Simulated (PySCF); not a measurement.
Computed Raman spectrum (relative Raman activity) of a molecule C₃H₆BFO. Geometry optimised at ωB97X-D3(BJ)/def2-SVP. Other conformers were not sampled. Computed with ωB97X-D3(BJ)/def2-SVP run with PySCF 2.14.0. Frequencies are harmonic and unscaled.

ν (cm⁻¹): 81 (w), 210 (vw), 672 (w), 819 (vw), 964 (vw), 1036 (w), 1189 (vw), 1231 (w), 1322 (w), 1383 (vw), 1421 (w), 1453 (w), 1748 (m), 3073 (s), 3142 (s), 3157 (m), 3177 (vs), 3262 (s), 3849 (m) (against the strongest line: vs over 80 %, s over 45 %, m over 15 %, w over 4 %, vw less)

**Question.** Which structure fits?
(A) C=CCB(O)F
(B) CB(O)/C=C/F
(C) OB(F)C1CC1
(D) C=CB(O)CF

**Answer.** A, C=CCB(O)F
